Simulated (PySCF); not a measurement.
HKO, charge -1, doublet, at a GFN2-xTB geometry (such geometries of metal compounds can be far from the true shape) (a state made from the parent by changing its charge; the spin is typed, not shown lowest) (in this run its highest filled SCF level lies above zero, so its values depend strongly on the basis, on diffuse functions most of all). Base run: BLYP/6-31G (PySCF).

The PySCF input:
```python
from pyscf import gto, scf, dft

mol = gto.M(
    atom='''
K    -0.00000000   -0.00000000   -1.05363639
O     0.00000000    0.00000000    2.11672093
H     0.00000000    0.00000000    3.08532400
''',
    basis='6-31g',
    charge=-1,
    spin=1,
    verbose=4,
    symmetry=True,
)

mf = dft.UKS(mol)
mf.xc = 'blyp'
mf.kernel()
mf.analyze()
```

Variants of this job, named by their change:

```csv
change,ΔE vs base (mEh),point group used,SCF cycles
base,0.000,Coov,17
symmetry_subgroup = C2v,0.000,C2v,17
symmetry = off,0.000,C1,17
```

Open shells are given as the SCF converged; they aren't shown to be the lowest states, and a large step between rows can be another state.
